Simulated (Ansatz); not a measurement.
System: CH₅GeO₃, net charge -1, singlet state. It need not be the lowest isomer of its formula. Whether it binds its extra electron was not tested at this geometry. 
Structure (B3LYP-D3(BJ)/def2-TZVP (Ansatz, a first-principles code) minimum search):
```
Ge
O 1 1.6884
O 1 1.8456 2 112.15
H 3 0.9637 1 103.79 2 10.79
O 1 1.8456 2 112.15 4 112.97
H 5 0.9637 1 103.79 2 -10.79
C 1 1.9784 2 123.28 6 125.72
H 7 1.0908 1 109.96 2 -60.14
H 7 1.0908 8 109.21 1 -120.74
H 7 1.0913 8 109.09 9 -119.14
```
Charge -1, spin multiplicity 1.

Basis-set convergence of Hartree-Fock and CCSD correlation energies (hartree) with Ansatz. Valence correlation only, unless marked. Spin-orbit coupling is left out. Frozen are the shells of the preceding noble gas and the d and f shells that filled before the atom's block. Non-relativistic. This anion needs diffuse functions, which these sets lack.

```tsv
basis	functions	E(HF)	E(corr, CCSD)
cc-pVDZ	108	-2340.78043	-0.84680
cc-pVTZ	233	(withheld)	(withheld)
```

Q: Some entries are withheld; supply them.

A: 
- cc-pVTZ, E(HF): -2340.96539
- cc-pVTZ, E(corr, CCSD): -1.05872
